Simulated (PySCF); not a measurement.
SMILES [SiH2](O[SiH3])[SiH2][GeH3] at its GFN2-xTB optimised geometry (Å):

```
15

Si     3.0375    -1.0462     0.1714
O      1.5089    -0.5438     0.0000
Si    -0.1132    -0.5438     0.0000
Si    -0.7060     1.6856     0.0000
Ge    -3.0288     1.9060     0.1987
H      3.0844    -2.4897    -0.0507
H      3.4289    -0.6989     1.5353
H      3.7778    -0.3025    -0.8431
H     -0.5168    -1.3098    -1.1868
H     -0.5432    -1.3067     1.1804
H     -0.3120     2.4159    -1.2165
H     -0.1060     2.4771     1.0871
H     -3.7778     0.6183     0.4175
H     -3.7570     2.4897    -0.9791
H     -3.5401     2.7552     1.3284
```

Level of theory: CAM-B3LYP/def2-TZVP (PySCF 2.14.0).

Map of the Laplacian of the electron density (e/bohr⁵), clipped to [-1.50, 1.50] on the plane z = 0.8 Å:

```
|:::::::::::::::::::::::::::|
|:::::::::::::::::::::::::::|
|:::::::::::::::::::::::::::|
|:::::::::::::::::::::::::::|
|:::::::::::::::::::::::::::|
|:::::::::::::::::::::::::::|
|:::::::::::::::::::::::::::|
|:::::..::::::.:::::::::::::|
|::::::@%::::  :::::::::::::|
|:::::-@@-:::..:::::::::::::|
|::::::++:::::::::::::::::::|
|:::::.:::::::::::::::::::::|
|:::::::::::::::::::::::::::|
|::::::::::::::::-::::::::::|
|:::::::::::::::-=-::.::::::|
|:::::::::::: .::--:++.:::::|
|:::::::::::: ::::::--::::::|
|:::::::::::::::::::::::::::|
|:::::::::::::::::::::::::::|
|:::::::::::::::::::::::::::|
|:::::::::::::::::::::::::::|
|:::::::::::::::::::::::::::|
|:::::::::::::::::::::::::::|
|:::::::::::::::::::::::::::|
|:::::::::::::::::::::::::::|
|:::::::::::::::::::::::::::|
|:::::::::::::::::::::::::::|
```
Scale: ten equal steps from -0.406 (start of ' ') to 1.50 (end of '@'), in the order ' .:-=+*#%@'; x runs from -6.00 to 6.00, y from -6.00 (bottom) to 6.00 (top).
